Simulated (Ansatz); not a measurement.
A structure relaxed at PBE0-D4/def2-TZVP, charge 0, multiplicity 1:

```tsv
atom	x (Å)	y (Å)	z (Å)
C1	-0.0114	0.6874	-1.9172
Al2	-0.3095	-0.0760	-0.1485
N3	-1.8348	-0.8929	0.2290
Si4	1.3469	-0.0321	1.6830
F5	2.2897	1.2754	1.5431
H6	0.8223	0.1900	-2.4232
H7	-0.8909	0.6031	-2.5611
H8	0.2548	1.7467	-1.8478
H9	-2.5979	-1.0200	-0.4172
H10	-2.0730	-1.2915	1.1228
H11	2.2619	-1.2129	1.6900
H12	0.7417	0.0228	3.0471
```

(1) Give its formula and SMILES.

(2) Summarise the bond lengths by kind.

Results:

(1) CH7AlFNSi, `[CH3][Al]([NH2])[SiH2]F`.

(2) 1 × Al–C 1.949 Å; 3 × C–H 1.093 to 1.095 Å; 1 × Al–N 1.771 Å; 1 × Al–Si 2.470 Å; 2 × H–N 1.007 to 1.008 Å; 1 × F–Si 1.618 Å; 2 × H–Si 1.493 to 1.494 Å.

Results of the Gaussian-basis code of Ansatz.
